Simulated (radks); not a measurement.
Results of a calculation; reference values are marked as such.
Spherical quantum dot in the effective-mass picture: electrons in a hard-walled sphere of radius 2.77, all in effective atomic units (hartree* = m*/eps^2 hartree, bohr* = eps/m* bohr), one dielectric constant everywhere. Level of theory: non-relativistic Kohn-Sham, r2SCAN, spin-polarised, spherical densities, generalised Kohn-Sham scheme (a radial shooting solver with Libxc functionals). Levels are named by radial order and angular momentum (1s, 1p, 1d, 2s, ...), and open shells are averaged over m.

N = 4, configuration 1s2 1p(up 2, down 0). This is the lowest configuration that the search found. Occupied and some empty levels:

level,occupation,eigenvalue (hartree*),<r> (bohr*)
1s up,1,2.3838,1.530
1s down,1,2.5168,1.495
1p up,2,2.9535,1.711
1p down,0,3.1101,1.705
1d up,0,3.7696,1.834
1d down,0,3.9220,1.833
2s up,0,4.4897,1.331
2s down,0,4.4978,1.333
1f up,0,4.7953,1.924
1f down,0,4.9365,1.925

Energy (hartree*): total 6.89276, kinetic 4.0198, external 0, Hartree 4.4508, exchange-correlation -1.5778.

Electron density:

r (bohr*),n(r) (e/bohr*^3)
0.206,0.08725
0.413,0.09256
0.621,0.1004
0.829,0.1085
1.04,0.1142
1.24,0.1148
1.45,0.1080
1.66,0.09281
1.87,0.07088
2.08,0.04596
2.28,0.02329
2.49,0.007464
2.70,0.0004536
